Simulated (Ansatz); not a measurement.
CH₄ClInSe, SMILES `C[Se][InH][Cl]`. Total charge 0; spin multiplicity 1. In takes the def2 core potential.

```
atom    x (Å)    y (Å)    z (Å)
  C1   1.0610   0.6601   0.8109
 Se2   0.3547   1.2014  -0.9375
 In3  -1.3122  -0.5999  -1.2593
 Cl4  -1.3047  -2.0927   0.5477
  H5   1.4559  -0.3508   0.7649
  H6   1.8614   1.3633   1.0347
  H7   0.2851   0.7259   1.5684
  H8  -2.4013  -0.9074  -2.5298
```

**Question.** List the harmonic frequencies (cm⁻¹, unscaled) at PBE0-D4/def2-TZVP in Ansatz. (Estimate.)

**Answer.** Computed: 14i, 78, 85, 161, 252, 345, 379, 466, 602, 919, 930, 1311, 1459, 1462, 1879, 3088, 3188, 3202.
